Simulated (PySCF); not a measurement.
C8H11N.
Z-matrix (Å and degrees, PBE0-D3(BJ)/def2-SVP geometry), rows numbered from 1:
```
C 
C   1  1.3382
C   2  1.4738  1  127.51
C   3  1.3517  2  118.76  1  -153.72
C   3  1.4642  2  122.68  1    26.50
C   5  1.3479  3  127.69  2    19.34
C   6  1.4531  5  122.11  3   177.40
N   7  1.2717  6  121.97  5  -179.34
C   8  1.4308  7  118.56  6   179.96
H   1  1.0920  2  122.56  3    -1.36
H   1  1.0928  2  120.40  3   176.96
H   2  1.0961  1  118.05  3  -176.08
H   4  1.0928  3  121.28  2    -1.77
H   4  1.0929  3  121.34  2   178.28
H   5  1.0972  3  114.75  2  -164.34
H   6  1.0922  5  122.06  3    -1.11
H   7  1.1123  6  116.36  5     0.80
H   9  1.1093  8  114.37  7     0.25
H   9  1.1032  8  109.57  7  -121.82
H   9  1.1032  8  109.60  7   122.37
```

All values: CAM-B3LYP/def2-SVPD (PySCF, non-relativistic), on one gas-phase PBE0-D3(BJ)/def2-SVP geometry that isn't relaxed in the solvent. The solvent is an IEF-PCM continuum (cavity from Bondi-type radii × 1.2). The model holds no explicit solvent molecules, cavitation or dispersion.

Gas phase at CAM-B3LYP/def2-SVPD: HOMO -7.69 eV, LUMO -0.67 eV, dipole 1.61 D.

**Question.** What does the continuum do to the energy, the frontier levels and the dipole at CAM-B3LYP/def2-SVPD in chloroform and water?

**Answer.** 
| solvent | ε | E(solvent) − E(gas) (kJ/mol) | polarisation term (kJ/mol) | distortion of the solute (kJ/mol) | HOMO (eV) | LUMO (eV) | dipole (D) |
| --- | --- | --- | --- | --- | --- | --- | --- |
| chloroform | 4.711 | -16.02 | -18.21 | 2.19 | -7.65 | -0.64 | 2.27 |
| water | 78.36 | -23.80 | -29.06 | 5.26 | -7.67 | -0.66 | 2.69 |

The polarisation term is half the interaction of the solute with the surface charges that it induces; the rest is the cost of distorting the solute's density. The sum is the electrostatic part of solvation alone. From chloroform to water the lowering changes by a factor 1.49, Onsager's factor (ε − 1)/(2ε + 1) by 1.38 and ε itself by 16.6.

**Question.** Which radius a makes the point-dipole formula ΔE = −[(ε − 1)/(2ε + 1)]·μ²/a³ give the value in water, with the gas-phase dipole?

**Answer.** μ = 0.631 au and |ΔE| = 0.00907 Eh give a = 1.47 Å; the farthest nucleus lies 4.75 Å from the centroid of the nuclei, so such a sphere wouldn't even hold the nuclei. The formula assumes a rigid point dipole at the centre of a sphere.

**Question.** How does the static polarisability (CAM-B3LYP/def2-SVPD, frozen core, with the continuum's full static response) change?

**Answer.** 
| medium | isotropic (au) | principal values (au) | ⟨r²⟩ of the electrons (bohr²) |
| --- | --- | --- | --- |
| gas | 122.9 | 70.7, 111.4, 186.5 | 1946.6 |
| chloroform | 156.5 | 88.7, 138.6, 242.1 | 1945.2 |
| water | 174.3 | 101.2, 151.7, 270.2 | 1944.5 |

The isotropic value in water is 1.42 times the gas-phase one; no cavity-field correction is applied. ⟨r²⟩ is taken about the centre of nuclear charge.
